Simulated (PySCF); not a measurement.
C$_{4}$H$_{5}$N, charge -1, doublet, geometry from GFN2-xTB (a state made from the parent by changing its charge; the spin is typed, not shown lowest) (in this run its highest filled SCF level lies above zero, so its values depend strongly on the basis, on diffuse functions most of all); DF-PBE/aug-cc-pVDZ in PySCF.

Here is a job for PySCF.
```python
from pyscf import gto, scf, dft
import numpy

mol = gto.M(
    atom='''
C    -0.04995486   -1.07906447    0.56123814
C    -1.15502101   -0.30673478    0.23174145
C    -0.71018762    0.82084237   -0.47439752
N     0.73369944    0.83310904   -0.50790060
C     1.09703458   -0.44222352    0.06446047
H    -0.06038837   -2.05008844    1.04625134
H    -2.19607247   -0.55746084    0.40945613
H    -1.23666393    1.76188197   -0.60695401
H     1.14387859    1.64255790    0.01376257
H     2.12212363   -0.58557148    0.39453298
''',
    basis='aug-cc-pvdz',
    charge=-1,
    spin=1,
    verbose=4,
)
print('smallest overlap eigenvalue', numpy.linalg.eigvalsh(mol.intor('int1e_ovlp'))[0])

mf = dft.UKS(mol)
mf.xc = 'pbe'
mf = mf.density_fit(auxbasis='def2-universal-jkfit')
mf = scf.addons.remove_linear_dep_(mf, threshold=1e-8, lindep=1e-8)
mf.kernel()
mf.analyze()
```

Output, abridged:

```
PySCF version 2.14.0

[INPUT] verbose = 4
[INPUT] num. atoms = 10
[INPUT] num. electrons = 37
[INPUT] charge = -1
[INPUT] spin (= nelec alpha-beta = 2S) = 1
[INPUT] symmetry False subgroup None
[INPUT] Mole.unit = angstrom
[INPUT] Symbol           X                Y                Z      unit          X                Y                Z       unit  Magmom
[...]
nuclear repulsion = 157.993249035619
number of shells = 65
number of NR pGTOs = 230
number of NR cGTOs = 160
basis = aug-cc-pvdz
ecp = {}
input.py:27: DeprecationWarning: remove_linear_dep_ is deprecated and will be removed in a future release. Linear dependency handling is now built into the SCF procedure by default. Linear dependency removal can be controlled using the following settings:
  pyscf.scf.hf.remove_overlap_zero_eigenvalue = True
  pyscf.scf.hf.overlap_zero_eigenvalue_threshold = 1e-6

  mf = scf.addons.remove_linear_dep_(mf, threshold=1e-8, lindep=1e-8)
smallest overlap eigenvalue 1.824541816038551e-05

******** <class 'pyscf.df.df_jk.DFUKS'> ********
method = DFUKS
initial guess = minao
damping factor = 0
level_shift factor = 0
DIIS = <class 'pyscf.scf.diis.CDIIS'>
diis_start_cycle = 1
diis_space = 8
diis_damp = 0
SCF conv_tol = 1e-09
SCF conv_tol_grad = None
SCF max_cycles = 50
direct_scf = False
number electrons alpha = 19  beta = 18
XC library pyscf.dft.libxc version 7.1.2
    S. Lehtola, C. Steigemann, M. J. T. Oliveira, and M. A. L. Marques,  SoftwareX 7, 1–5 (2018)
XC functionals = pbe
    J. P. Perdew, K. Burke, and M. Ernzerhof,  Phys. Rev. Lett. 77, 3865 (1996)
    J. P. Perdew, K. Burke, and M. Ernzerhof,  Phys. Rev. Lett. 78, 1396 (1997)
    J. P. Perdew, K. Burke, and M. Ernzerhof,  Phys. Rev. Lett. 77, 3865 (1996)
    J. P. Perdew, K. Burke, and M. Ernzerhof,  Phys. Rev. Lett. 78, 1396 (1997)
radial grids:
    Treutler-Ahlrichs [JCP 102, 346 (1995); DOI:10.1063/1.469408] (M4) radial grids

becke partition: Becke, JCP 88, 2547 (1988); DOI:10.1063/1.454033
pruning grids: <function nwchem_prune>
grids dens level: 3
symmetrized grids: False
atomic radii adjust function: <function treutler_atomic_radii_adjust>
small_rho_cutoff = 0
Set gradient conv threshold to 3.16228e-05
tot grids = 119416
init E= -210.406254714149

cycle= 1 E= -209.688199069946  delta_E= 0.718  |g|= 0.493  |ddm|= 5.01
cycle= 2 E= -207.504426734023  delta_E= 2.18  |g|= 1.69  |ddm|=  123
cycle= 3 E= -209.880150228065  delta_E= -2.38  |g|= 0.126  |ddm|=  119
cycle= 4 E= -209.87456762599  delta_E= 0.00558  |g|= 0.167  |ddm|=   19
cycle= 5 E= -209.889391336436  delta_E= -0.0148  |g|= 0.0565  |ddm|= 9.65
cycle= 6 E= -209.891182600072  delta_E= -0.00179  |g|= 0.0319  |ddm|= 2.97
cycle= 7 E= -209.891823714266  delta_E= -0.000641  |g|= 0.0152  |ddm|= 1.67
cycle= 8 E= -209.891961162436  delta_E= -0.000137  |g|= 0.00525  |ddm|= 1.38
cycle= 9 E= -209.891985658216  delta_E= -2.45e-05  |g|= 0.00105  |ddm|= 0.362
cycle= 10 E= -209.891986952993  delta_E= -1.29e-06  |g|= 0.000555  |ddm|= 0.292
cycle= 11 E= -209.891987571972  delta_E= -6.19e-07  |g|= 0.000218  |ddm|= 0.131
cycle= 12 E= -209.89198766264  delta_E= -9.07e-08  |g|= 0.000173  |ddm|= 0.11
cycle= 13 E= -209.891987684118  delta_E= -2.15e-08  |g|= 0.000147  |ddm|= 0.0466
cycle= 14 E= -209.891987707578  delta_E= -2.35e-08  |g|= 4.61e-05  |ddm|= 0.0292
cycle= 15 E= -209.891987711858  delta_E= -4.28e-09  |g|= 3.92e-05  |ddm|= 0.0178
cycle= 16 E= -209.891987717059  delta_E= -5.2e-09  |g|= 1.59e-05  |ddm|= 0.0278
cycle= 17 E= -209.891987721399  delta_E= -4.34e-09  |g|= 1.05e-05  |ddm|= 0.0354
cycle= 18 E= -209.891987723296  delta_E= -1.9e-09  |g|= 9.32e-06  |ddm|= 0.0196
cycle= 19 E= -209.891987724965  delta_E= -1.67e-09  |g|= 5.4e-06  |ddm|= 0.0227
cycle= 20 E= -209.891987726371  delta_E= -1.41e-09  |g|= 1.99e-06  |ddm|= 0.0369
cycle= 21 E= -209.891987726486  delta_E= -1.15e-10  |g|= 9.93e-07  |ddm|= 0.0129
Extra cycle  E= -209.891987726486  delta_E= 5.12e-13  |g|= 2.23e-06  |ddm|= 0.000881
converged SCF energy = -209.891987726486  <S^2> = 0.75013743  2S+1 = 2.0001374
**** SCF Summaries ****
Total Energy =                        -209.891987726485894
Nuclear Repulsion Energy =             157.993249035619073
One-electron Energy =                 -599.652677562145186
Two-electron Energy =                  231.767440800040220
Two-electron Coulomb Energy =          261.979832637309357
DFT Exchange-Correlation Energy =      -30.212391837269148
**** MO energy ****
                             alpha | beta                alpha | beta
[...]
To work with the spin densities directly, `use mulliken_meta_spin()` only printing them here.

 ** Mulliken spin pop alpha/beta on meta-lowdin orthogonal AOs **
 ** Mulliken Spin Density (per AO)  **
spin_pop of  0 C 1s        0.00000
spin_pop of  0 C 2s        0.00146
spin_pop of  0 C 3s        0.00001
spin_pop of  0 C 4s        0.00370
spin_pop of  0 C 2px      -0.00026
spin_pop of  0 C 2py       0.00268
spin_pop of  0 C 2pz       0.00006
spin_pop of  0 C 3px      -0.00000
spin_pop of  0 C 3py       0.00018
spin_pop of  0 C 3pz       0.00050
spin_pop of  0 C 4px       0.00015
spin_pop of  0 C 4py       0.00009
spin_pop of  0 C 4pz       0.00206
spin_pop of  0 C 3dxy      0.00000
spin_pop of  0 C 3dyz      0.00000
spin_pop of  0 C 3dz^2     0.00007
spin_pop of  0 C 3dxz      0.00006
spin_pop of  0 C 3dx2-y2    0.00000
spin_pop of  0 C 4dxy     -0.00000
spin_pop of  0 C 4dyz      0.00016
spin_pop of  0 C 4dz^2     0.00001
spin_pop of  0 C 4dxz      0.00007
spin_pop of  0 C 4dx2-y2    0.00005
spin_pop of  1 C 1s        0.00000
spin_pop of  1 C 2s        0.00146
spin_pop of  1 C 3s        0.00001
spin_pop of  1 C 4s        0.00370
spin_pop of  1 C 2px       0.00038
spin_pop of  1 C 2py       0.00060
spin_pop of  1 C 2pz       0.00149
spin_pop of  1 C 3px       0.00039
spin_pop of  1 C 3py      -0.00001
spin_pop of  1 C 3pz       0.00029
spin_pop of  1 C 4px       0.00083
spin_pop of  1 C 4py       0.00039
spin_pop of  1 C 4pz       0.00110
spin_pop of  1 C 3dxy     -0.00000
spin_pop of  1 C 3dyz     -0.00000
spin_pop of  1 C 3dz^2     0.00015
spin_pop of  1 C 3dxz     -0.00000
spin_pop of  1 C 3dx2-y2   -0.00000
spin_pop of  1 C 4dxy      0.00003
spin_pop of  1 C 4dyz      0.00005
spin_pop of  1 C 4dz^2     0.00001
spin_pop of  1 C 4dxz      0.00006
spin_pop of  1 C 4dx2-y2    0.00016
spin_pop of  2 C 1s        0.00000
spin_pop of  2 C 2s        0.00082
spin_pop of  2 C 3s        0.00007
spin_pop of  2 C 4s        0.00363
spin_pop of  2 C 2px       0.00134
spin_pop of  2 C 2py       0.00696
spin_pop of  2 C 2pz       0.01067
spin_pop of  2 C 3px       0.00019
spin_pop of  2 C 3py       0.00108
spin_pop of  2 C 3pz       0.00006
spin_pop of  2 C 4px       0.00020
spin_pop of  2 C 4py       0.00829
spin_pop of  2 C 4pz       0.00117
spin_pop of  2 C 3dxy      0.00007
spin_pop of  2 C 3dyz      0.00004
spin_pop of  2 C 3dz^2    -0.00001
spin_pop of  2 C 3dxz      0.00011
spin_pop of  2 C 3dx2-y2    0.00002
spin_pop of  2 C 4dxy      0.00006
spin_pop of  2 C 4dyz      0.00005
spin_pop of  2 C 4dz^2     0.00020
spin_pop of  2 C 4dxz      0.00016
spin_pop of  2 C 4dx2-y2    0.00013
spin_pop of  3 N 1s        0.00000
spin_pop of  3 N 2s        0.01549
spin_pop of  3 N 3s        0.00027
spin_pop of  3 N 4s        0.00949
spin_pop of  3 N 2px       0.00257
spin_pop of  3 N 2py       0.00223
spin_pop of  3 N 2pz      -0.00089
spin_pop of  3 N 3px       0.00004
spin_pop of  3 N 3py       0.00055
spin_pop of  3 N 3pz       0.00117
spin_pop of  3 N 4px       0.00155
spin_pop of  3 N 4py       0.00692
spin_pop of  3 N 4pz       0.00398
spin_pop of  3 N 3dxy      0.00006
spin_pop of  3 N 3dyz      0.00006
spin_pop of  3 N 3dz^2     0.00000
spin_pop of  3 N 3dxz      0.00001
spin_pop of  3 N 3dx2-y2    0.00002
spin_pop of  3 N 4dxy     -0.00001
spin_pop of  3 N 4dyz      0.00018
spin_pop of  3 N 4dz^2     0.00000
spin_pop of  3 N 4dxz      0.00009
spin_pop of  3 N 4dx2-y2    0.00002
spin_pop of  4 C 1s        0.00000
spin_pop of  4 C 2s        0.00082
spin_pop of  4 C 3s        0.00007
spin_pop of  4 C 4s        0.00361
spin_pop of  4 C 2px       0.00174
spin_pop of  4 C 2py       0.00066
spin_pop of  4 C 2pz       0.01655
spin_pop of  4 C 3px       0.00123
spin_pop of  4 C 3py       0.00002
spin_pop of  4 C 3pz       0.00007
spin_pop of  4 C 4px       0.00508
spin_pop of  4 C 4py       0.00099
spin_pop of  4 C 4pz       0.00350
spin_pop of  4 C 3dxy     -0.00001
spin_pop of  4 C 3dyz      0.00010
spin_pop of  4 C 3dz^2    -0.00001
spin_pop of  4 C 3dxz     -0.00000
spin_pop of  4 C 3dx2-y2    0.00016
spin_pop of  4 C 4dxy      0.00000
spin_pop of  4 C 4dyz      0.00012
spin_pop of  4 C 4dz^2     0.00015
spin_pop of  4 C 4dxz      0.00029
spin_pop of  4 C 4dx2-y2    0.00003
spin_pop of  5 H 1s        0.00957
spin_pop of  5 H 2s        0.03506
spin_pop of  5 H 3s        0.03142
spin_pop of  5 H 2px      -0.00000
spin_pop of  5 H 2py       0.00019
spin_pop of  5 H 2pz       0.00038
spin_pop of  5 H 3px       0.00000
spin_pop of  5 H 3py       0.00048
spin_pop of  5 H 3pz       0.00037
spin_pop of  6 H 1s        0.00959
spin_pop of  6 H 2s        0.03526
spin_pop of  6 H 3s        0.03162
spin_pop of  6 H 2px       0.00037
spin_pop of  6 H 2py       0.00001
spin_pop of  6 H 2pz       0.00020
spin_pop of  6 H 3px       0.00066
spin_pop of  6 H 3py       0.00003
spin_pop of  6 H 3pz       0.00016
spin_pop of  7 H 1s        0.00941
spin_pop of  7 H 2s        0.06386
spin_pop of  7 H 3s        0.06279
spin_pop of  7 H 2px       0.00022
spin_pop of  7 H 2py       0.00044
spin_pop of  7 H 2pz       0.00014
spin_pop of  7 H 3px       0.00039
spin_pop of  7 H 3py       0.00082
spin_pop of  7 H 3pz       0.00005
spin_pop of  8 H 1s        0.07359
spin_pop of  8 H 2s        0.21586
spin_pop of  8 H 3s        0.12435
spin_pop of  8 H 2px       0.00126
spin_pop of  8 H 2py       0.00426
spin_pop of  8 H 2pz       0.00121
spin_pop of  8 H 3px       0.00235
spin_pop of  8 H 3py       0.00807
spin_pop of  8 H 3pz       0.00229
spin_pop of  9 H 1s        0.00937
spin_pop of  9 H 2s        0.06324
spin_pop of  9 H 3s        0.06222
spin_pop of  9 H 2px       0.00073
spin_pop of  9 H 2py       0.00007
spin_pop of  9 H 2pz       0.00000
spin_pop of  9 H 3px       0.00110
spin_pop of  9 H 3py       0.00007
spin_pop of  9 H 3pz       0.00007
 ** Mulliken Spin Density (per atom)  **
spin density of  0 C =      0.01105
spin density of  1 C =      0.01107
spin density of  2 C =      0.03531
spin density of  3 N =      0.04380
spin density of  4 C =      0.03517
spin density of  5 H =      0.07747
spin density of  6 H =      0.07789
spin density of  7 H =      0.13812
spin density of  8 H =      0.43325
spin density of  9 H =      0.13688
 ** Mulliken pop alpha/beta on meta-lowdin orthogonal AOs **
 ** Mulliken pop       alpha | beta **
In total            19.00000 | 18.00000
 ** Mulliken atomic charges   ( Nelec_alpha | Nelec_beta ) **
charge of  0C =     -0.18217  (     3.09661      3.08556 )
charge of  1C =     -0.18217  (     3.09662      3.08555 )
charge of  2C =     -0.12130  (     3.07831      3.04300 )
charge of  3N =     -0.25222  (     3.64801      3.60421 )
charge of  4C =     -0.12129  (     3.07823      3.04306 )
charge of  5H =      0.03218  (     0.52265      0.44518 )
charge of  6H =      0.03180  (     0.52305      0.44516 )
charge of  7H =     -0.02149  (     0.57980      0.44169 )
charge of  8H =     -0.16300  (     0.79812      0.36488 )
charge of  9H =     -0.02033  (     0.57861      0.44173 )

WARN: System has nonzero charge -1; the dipole moment is origin-dependent.
Location of origin: [0. 0. 0.]

Dipole moment(X, Y, Z, Debye): -3.44991, -5.70077, -1.66594
```
